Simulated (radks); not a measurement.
Results of a calculation; reference values are marked as such.
Problem. Eu4+, configuration [Kr] 4d10 4f5 5s2 5p5.5 6p0.5 (fractional occupations, a model configuration). Level of theory: Dirac Kohn-Sham, PBEsol, spin-unpolarised, spherical densities, point nucleus; open shells are shared between the two j in proportion to 2j + 1 (a radial shooting solver on a logarithmic mesh with Libxc functionals). Some entries of the table are withheld. Estimate them.

| orbital | occ. | eigenvalue (hartree) | r(max) (bohr) | <r^2> (bohr^2) |
|---|---|---|---|---|
| 1s1/2 | 2 | -1777.096 | 0.01420 | 0.0006795 |
| 2s1/2 | 2 | -293.4429 | 0.08074 | 0.01063 |
| 2p1/2 | 2 | -278.5018 | 0.06108 | (1) |
| 2p3/2 | 4 | -254.7053 | 0.06681 | (2) |
| 3s1/2 | 2 | -66.25244 | 0.2292 | 0.07114 |
| 3p1/2 | 2 | -59.80171 | 0.2163 | 0.06638 |
| 3p3/2 | 4 | -54.95288 | 0.2285 | 0.07352 |
| 3d3/2 | 4 | -43.78528 | 0.1818 | (3) |
| 3d5/2 | 6 | -42.73041 | 0.1852 | (4) |
| 4s1/2 | 2 | -14.81680 | 0.5271 | 0.3595 |
| 4p1/2 | 2 | (5) | 0.5319 | 0.3785 |
| 4p3/2 | 4 | (6) | 0.5577 | 0.4170 |
| 4d3/2 | 4 | -7.12219 | 0.5664 | 0.4771 |
| 4d5/2 | 6 | -6.92565 | 0.5747 | 0.4919 |
| 5s1/2 | 2 | -3.38576 | 1.200 | 1.920 |
| 5p1/2 | 1.83333 | -2.65379 | 1.293 | 2.308 |
| 5p3/2 | 3.66667 | -2.47773 | 1.358 | 2.542 |
| 4f5/2 | 2.14286 | -2.08316 | 0.5735 | 0.8260 |
| 4f7/2 | 2.85714 | -2.05579 | 0.5779 | 0.8418 |
| 5d3/2 | 0 | (7) | 1.667 | 4.180 |
| 5d5/2 | 0 | (8) | 1.691 | 4.297 |
| 6s1/2 | 0 | -1.20956 | 2.699 | 9.110 |
| 6p1/2 | 0.166667 | (9) | 3.035 | 11.48 |
| 6p3/2 | 0.333333 | (10) | 3.163 | 12.35 |

Solution. 
(1) 2p1/2 <r^2> (bohr^2): 0.007729
(2) 2p3/2 <r^2> (bohr^2): 0.008967
(3) 3d3/2 <r^2> (bohr^2): 0.05891
(4) 3d5/2 <r^2> (bohr^2): 0.06091
(5) 4p1/2 eigenvalue (hartree): -12.32115
(6) 4p3/2 eigenvalue (hartree): -11.23743
(7) 5d3/2 eigenvalue (hartree): -1.45518
(8) 5d5/2 eigenvalue (hartree): -1.43354
(9) 6p1/2 eigenvalue (hartree): -1.00258
(10) 6p3/2 eigenvalue (hartree): -0.96441
